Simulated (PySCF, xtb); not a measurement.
CH13NSi4, SMILES N[Si@@H](C[SiH3])[SiH2][SiH3].

GFN2-xTB run with xtb at its own geometry gives an orbital gap of 3.78 eV and a dipole moment of 1.37 D.

Coordinates come from a ωB97X-D3(BJ)/def2-SVP optimisation. The structure was generated by enumeration; whether it is a known compound was not checked. Other conformers were not sampled.

Q: What does PySCF with PBE/def2-TZVP give? (Estimate from the structure and the level; the computed values follow.)

A: gap 4.66 eV (levels -5.73 and -1.07 eV), dipole 1.33 D.
